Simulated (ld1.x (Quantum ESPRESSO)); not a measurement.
# tungsten (W): TM semilocal pseudisation with LDA (PZ), scalar-relativistic reference atom.

- Element: W (Z = 74)
- Generator: ld1.x (Quantum ESPRESSO) 7.5
- Type: norm-conserving Troullier–Martins (semilocal form)
- Functional: LDA (PZ)
- Relativity: scalar-relativistic
- Frozen core: [Kr] 4d10 4f14
- Valence charge: 14
- Reference configuration: 5s2 5p6 5d4 6s2 6p0
- Partial waves: 5s (bound): rc 1.25 bohr; 5p (bound): rc 1.95 bohr; 5d (bound): rc 1.45 bohr; 5f channel at 0.2 Ry: rc 1.60 bohr
- Local potential: the f channel
- Core correction: none

Occupied shells without a wave of their own: 6s. They enter only through the test configuration that unscreens the potential.

(1) Estimate the cutoffs (Ry, on a coarse ladder) from which the occupation-weighted sum of valence levels, in a spherical-Bessel basis at the reference potential, stays within 10 and 1 mRy of its value at 400 Ry.

(2) Which valence shell sets the plane-wave cutoff?

(3) Tests: 5s2 5p6 5d4 6s1 6p0; 5s2 5p6 5d4 6s0 6p0; 5s2 5p6 5d3 6s0 6p0; 5s2 5p6 5d4 6s1.5 6p0; 5s1 5p6 5d4 6s2 6p0; 5s2 5p6 5d4 6s1 6p1; 5s2 5p6 5d5 6s0 6p0. Which has the largest error in its energy relative to the reference configuration, and how large is it?

Results:

(1) 100 Ry and 180 Ry.

(2) 5s: its level needs 160 Ry to come within 1 mRy, against 90 Ry for 6s.

(3) 5s2 5p6 5d3 6s0 6p0, with -731 meV (all-electron minus pseudo) on +50.86 eV.
